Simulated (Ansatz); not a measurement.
System: YF3 (charge -1, doublet). The spin state was set by rule; other spins were not relaxed. 
Structure (B3LYP-D3(BJ)/def2-TZVP (Ansatz, an electronic-structure program) minimum search):
```
Y
F 1 2.0520
F 1 2.0520 2 111.55
F 1 2.0520 2 111.55 3 -125.49
```
Charge -1, spin multiplicity 2.

Parts of the frozen-core correlation energy in def2-SVPD (Ansatz, hartree). Frozen orbitals: 7; correlated occupied orbitals by spin: 13 and 12; virtual: 83 and 84. Open shells are spin-unrestricted. No spin-orbit coupling. Past Kr the def2 sets carry scalar-relativistic core potentials.

| term | value |
|---|---|
| reference (HF) | -336.27821 |
| MP2 opposite-spin | -0.47971 |
| MP2 same-spin | -0.18894 |
| CCSD correlation | -0.66618 |
| (T) | -0.01553 |
| T1 diagnostic | 0.020 |
| largest doubles amplitude | 0.010 |
| <S^2> of the reference | 0.750 |
